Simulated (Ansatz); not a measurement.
Process, species as SMILES: [B]=N (B-NH) → [B-]=N (closed-shell singlet) (an electron is taken up)
B3LYP-D3(BJ)/def2-TZVP geometries, fixed; electronic energies without zero-point terms; positive where energy is released.
Largest species:
```xyz
3

B      0.0000     0.0000    -0.8356
N      0.0000     0.0000     0.3981
H      0.0000     0.0000     1.3912
```
Charge 0, spin multiplicity 2.

How fast the adiabatic electron affinity converges with the basis for several methods (Ansatz, an electronic-structure program): deviation from each method's own reference, in eV. References: B2PLYP 1.722 eV, the value in aug-pcseg-3; B3LYP 1.831 eV, the value in aug-pcseg-3; CCSD(T) 1.773 eV, Hartree-Fock in aug-cc-pVQZ plus the correlation part extrapolated as X^-3 from aug-cc-pVTZ and aug-cc-pVQZ; HF 0.539 eV, the value in aug-pcseg-3; MP2 1.779 eV, Hartree-Fock in aug-cc-pVQZ plus the correlation part extrapolated as X^-3 from aug-cc-pVTZ and aug-cc-pVQZ; PBE 1.740 eV, the value in aug-pcseg-3. All functions are spherical. In correlated methods cores are frozen. Open shells are unrestricted. No added dispersion term, no relativity. 

```tsv
basis	functions	B2PLYP	B3LYP	CCSD(T)	HF	MP2	PBE
def2-SV(P)	30	-0.722	-0.632	-0.953	[?]	-0.997	-0.641
def2-SVP	33	-0.704	-0.621	-0.917	[?]	-0.960	-0.630
aug-pcseg-1	55	-0.037	0.020	-0.190	[?]	-0.246	0.021
6-311++G(2d,2p)	64	-0.023	0.006	-0.104	[?]	-0.163	-0.002
cc-pVTZ	74	-0.321	-0.306	-0.361	[?]	-0.417	-0.336
aug-pcseg-2	115	-0.019	-0.003	-0.076	[?]	-0.128	-0.003
aug-cc-pVTZ	115	0.010	0.007	-0.013	[?]	-0.053	0.005
cc-pVQZ	140	-0.160	-0.166	-0.178	[?]	-0.210	-0.196
```

### Question
What belongs in the gaps?

### Answer

- def2-SV(P), HF: -0.487
- def2-SVP, HF: -0.481
- aug-pcseg-1, HF: 0.030
- 6-311++G(2d,2p), HF: 0.017
- cc-pVTZ, HF: -0.229
- aug-pcseg-2, HF: -0.004
- aug-cc-pVTZ, HF: 0.011
- cc-pVQZ, HF: -0.110

Mean absolute deviation over 6-311++G(2d,2p), cc-pVTZ, aug-pcseg-2, aug-cc-pVTZ: HF 0.066, B3LYP 0.081, PBE 0.086, B2PLYP 0.093, CCSD(T) 0.138, MP2 0.190 eV.
